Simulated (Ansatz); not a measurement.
## Ansatz (development build ahead of 0.2.0) run

```yaml
crystal:
  periodic: [false, false, false]
  atoms:
    - { symbol: H, position_ang: [-0.08117, 0.02032, -2.32024] }
    - { symbol: H, position_ang: [0.03536, -0.06249, -1.35539] }
    - { symbol: H, position_ang: [0.05645, 0.05673, -0.41504] }
    - { symbol: H, position_ang: [0.04291, 0.08715, 0.45124] }
    - { symbol: H, position_ang: [0.00214, 0.07949, 1.36437] }
    - { symbol: H, position_ang: [0.0427, -0.09039, 2.3724] }
basis:
  gaussian: { orbitals: "6-31G" }
hamiltonian:
  xc: hf
output:
  forces: true
```

The input is written out in the form of the current development build from the run's settings.

The run gave:

```json
{"Converged": "yes", "Total energy": "-3.22335 hartree"}
```

Forces (eV/Å):
| atom | Fx | Fy | Fz |
| --- | --- | --- | --- |
| H1 | 0.516 | -0.463 | 3.593 |
| H2 | -0.638 | 0.199 | -7.020 |
| H3 | 0.055 | 0.364 | 4.973 |
| H4 | 0.168 | 0.020 | -5.343 |
| H5 | 0.116 | -0.888 | 7.571 |
| H6 | -0.216 | 0.768 | -3.775 |

Caution: stretched shape with no unrestricted run beside it, a lower state can exist.
